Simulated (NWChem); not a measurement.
System: CH$_{4}$F$_{2}$SSi; SMILES C[Si](F)(F)S

Here is an NWChem input.

```
start job
memory heap 200 mb stack 900 mb global 1100 mb
geometry units angstroms
  C     -1.674769     1.116152     0.000000
  Si     0.015395     0.354666     0.000000
  F      0.881446     0.861926     1.288310
  F      0.881446     0.861926    -1.288310
  S     -0.127837    -1.776323     0.000000
  H     -2.243066     0.807521     0.899762
  H     -1.593486     2.221710     0.000000
  H     -2.243066     0.807521    -0.899762
  H      1.224993    -1.943526     0.000000
end
basis spherical
  C library 3-21g
  Si library 3-21g
  F library 3-21g
  S library 3-21g
  H library 3-21g
end
dft
  xc hfexch
  iterations 150
end
driver
  maxiter 120
end
task dft optimize
task dft freq
```

NWChem printed, in part:

```
             Northwest Computational Chemistry Package (NWChem) 7.3.0
             --------------------------------------------------------

 CS  symmetry detected

                             Geometry "geometry" -> ""
                             -------------------------

 Output coordinates in angstroms (scale by  1.889725989 to convert to a.u.)

  No.       Tag          Charge          X              Y              Z
 ---- ---------------- ---------- -------------- -------------- --------------
    1 C                    6.0000    -1.71511102     1.01702413     0.00000000
    2 Si                  14.0000     0.01241589     0.34459119     0.00000000
    3 F                    9.0000     0.85087479     0.89626474     1.28831000
    4 F                    9.0000     0.85087479     0.89626474    -1.28831000
    5 S                   16.0000    -0.01964488    -1.79096533     0.00000000
    6 H                    1.0000    -2.26656409     0.67921637     0.89976200
    7 H                    1.0000    -1.69151316     2.12531496     0.00000000
    8 H                    1.0000    -2.26656409     0.67921637    -0.89976200
    9 H                    1.0000     1.34005692    -1.88748925     0.00000000

 Effective nuclear repulsion energy (a.u.)     309.4057414980

      Symmetry information
      --------------------

 Group name             Cs
 Group number              2
 Group order               2
 No. of unique centers     7

                                Z-matrix (autoz)
                                --------

 Units are Angstrom for bonds and degrees for angles

      Type          Name      I     J     K     L     M      Value
      ----------- --------  ----- ----- ----- ----- ----- ----------
    1 Stretch                  1     2                       1.85378
    2 Stretch                  1     6                       1.10806
    3 Stretch                  1     7                       1.10854
    4 Stretch                  1     8                       1.10806
    5 Stretch                  2     3                       1.63313
    6 Stretch                  2     4                       1.63313
    7 Stretch                  2     5                       2.13580
    8 Stretch                  5     9                       1.36312
    9 Bend                     1     2     3               110.84908
   10 Bend                     1     2     4               110.84908
   11 Bend                     1     2     5               110.40817
   12 Bend                     2     1     6               110.68289
   13 Bend                     2     1     7               110.04851
   14 Bend                     2     1     8               110.68289
   15 Bend                     2     5     9                93.20045
   16 Bend                     3     2     4               104.15848
   17 Bend                     3     2     5               110.21055
   18 Bend                     4     2     5               110.21055
   19 Bend                     6     1     7               108.38439
   20 Bend                     6     1     8               108.58736
   21 Bend                     7     1     8               108.38439
   22 Torsion                  1     2     5     9         180.00000
   23 Torsion                  3     2     1     6         -62.19830
   24 Torsion                  3     2     1     7          57.57932
   25 Torsion                  3     2     1     8         177.35694
   26 Torsion                  3     2     5     9         -57.20553
   27 Torsion                  4     2     1     6        -177.35694
   28 Torsion                  4     2     1     7         -57.57932
   29 Torsion                  4     2     1     8          62.19830
   30 Torsion                  4     2     5     9          57.20553
   31 Torsion                  5     2     1     6          60.22238
   32 Torsion                  5     2     1     7         180.00000
   33 Torsion                  5     2     1     8         -60.22238

  xc_inp: hfexch multiplicative factor not found.

                           NWChem Geometry Optimization
                           ----------------------------

 maximum gradient threshold         (gmax) =   0.000450
 rms gradient threshold             (grms) =   0.000300
 maximum cartesian step threshold   (xmax) =   0.001800
 rms cartesian step threshold       (xrms) =   0.001200
 fixed trust radius                (trust) =   0.300000
 source of zmatrix                         =   autoz

          -------------------
          Energy Minimization
          -------------------

 Using diagonal initial Hessian
 Scaling for Hessian diagonals: bonds = 1.00  angles = 0.25  torsions = 0.10

          --------
          Step   0

                                 NWChem DFT Module
                                 -----------------

 Summary of "ao basis" -> "ao basis" (spherical)
 ------------------------------------------------------------------------------
       Tag                 Description            Shells   Functions and Types
 ---------------- ------------------------------  ------  ---------------------
 C                           3-21g                   5        9   3s2p
 Si                          3-21g                   7       13   4s3p
 F                           3-21g                   5        9   3s2p
 S                           3-21g                   7       13   4s3p
 H                           3-21g                   2        2   2s

      Symmetry analysis of basis
      --------------------------

        a'         42
        a"         19

[...]

      ----------------------
      Optimization converged
      ----------------------

  Step       Energy      Delta E   Gmax     Grms     Xrms     Xmax
  ---- ---------------- -------- -------- -------- -------- --------
@    5    -920.92363363 -8.5D-07  0.00011  0.00003  0.00059  0.00150
                                     ok       ok       ok       ok

                                Z-matrix (autoz)
                                --------

 Units are Angstrom for bonds and degrees for angles

[...]

 Rotational Constants
 --------------------
 A=   0.118891 cm-1  (  0.171054 K)
 B=   0.075029 cm-1  (  0.107947 K)
 C=   0.069551 cm-1  (  0.100066 K)

 Temperature                      =   298.15K
 frequency scaling parameter      =   1.0000

 Zero-Point correction to Energy  =   35.611 kcal/mol  (  0.056749 au)
 Thermal correction to Energy     =   39.983 kcal/mol  (  0.063716 au)
 Thermal correction to Enthalpy   =   40.575 kcal/mol  (  0.064660 au)

 Total Entropy                    =   82.413 cal/mol-K
   - Translational                =   40.090 cal/mol-K (mol. weight = 113.9771)
   - Rotational                   =   27.343 cal/mol-K (symmetry #  =        1)
   - Vibrational                  =   14.980 cal/mol-K

 Cv (constant volume heat capacity) =   22.637 cal/mol-K
   - Translational                  =    2.979 cal/mol-K
   - Rotational                     =    2.979 cal/mol-K
   - Vibrational                    =   16.678 cal/mol-K

[normal modes left out]

 ----------------------------------------------------------------------------
 Normal Eigenvalue ||           Projected Infra Red Intensities
  Mode   [cm**-1]  || [atomic units] [(debye/angs)**2] [(KM/mol)] [arbitrary]
 ------ ---------- || -------------- ----------------- ---------- -----------
    1       -0.000 ||    0.000226           0.005         0.220       0.066
    2       -0.000 ||    0.000560           0.013         0.546       0.163
    3       -0.000 ||    0.000043           0.001         0.042       0.012
    4       -0.000 ||    0.000232           0.005         0.226       0.067
    5       -0.000 ||    0.000086           0.002         0.084       0.025
    6        0.000 ||    0.000053           0.001         0.052       0.015
    7      137.312 ||    0.002001           0.046         1.951       0.581
    8      164.841 ||    0.009458           0.218         9.221       2.744
    9      186.058 ||    0.005496           0.127         5.358       1.595
   10      243.166 ||    0.039983           0.922        38.978      11.600
   11      283.426 ||    0.029088           0.671        28.357       8.439
   12      301.527 ||    0.049027           1.131        47.794      14.224
   13      349.569 ||    0.049557           1.143        48.311      14.378
   14      495.235 ||    0.105383           2.431       102.732      30.574
   15      756.134 ||    0.063020           1.454        61.435      18.283
   16      822.276 ||    0.037529           0.866        36.585      10.888
   17      935.710 ||    0.000308           0.007         0.300       0.089
   18      951.533 ||    0.094234           2.174        91.864      27.339
   19     1033.084 ||    0.175149           4.041       170.744      50.814
   20     1075.612 ||    0.161383           3.723       157.324      46.821
   21     1518.842 ||    0.072401           1.670        70.580      21.005
   22     1620.500 ||    0.012204           0.282        11.897       3.541
   23     1623.603 ||    0.020826           0.480        20.303       6.042
   24     2667.068 ||    0.001700           0.039         1.657       0.493
   25     3202.198 ||    0.000211           0.005         0.206       0.061
   26     3275.456 ||    0.000374           0.009         0.365       0.109
   27     3278.687 ||    0.000109           0.003         0.106       0.032
 ----------------------------------------------------------------------------
```

Level: Hartree-Fock/3-21G.
